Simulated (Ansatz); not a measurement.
Species: HgBr$_{2}$ (charge 0, triplet). The spin state was set by rule; other spins were not relaxed. 
Coordinates optimised at B3LYP-D3(BJ)/def2-TZVP (Ansatz, a quantum-chemistry and plane-wave program):
```xyz
3

Hg     0.7938    -0.4142    -0.6416
Br    -1.0631     1.6467    -0.2171
Br    -0.7514    -0.7000     1.6836
```
Charge 0, spin multiplicity 3.

Problem. Give the harmonic wavenumbers at B3LYP-D3(BJ)/def2-TZVP (Ansatz, finite differences of forces, unscaled).

Solution. 64, 92, 150 cm⁻¹. Zero-point energy 0.4 kcal/mol.

Problem. From these and the geometry, give the ideal-gas thermochemistry at 298.15 K and 1 atm (rigid rotor, harmonic oscillator).

Solution. Point group C2v, rotational symmetry number 2. Rotational constants 1.372, 1.02, 0.5851 GHz. S(trans) 43.54, S(rot) 28.97, S(vib) 10.61, S(elec, spin only) 2.18, S 85.3 cal/(mol K). H(298) - H(0) 3.75 kcal/mol; G - E(el) -21.2 kcal/mol.
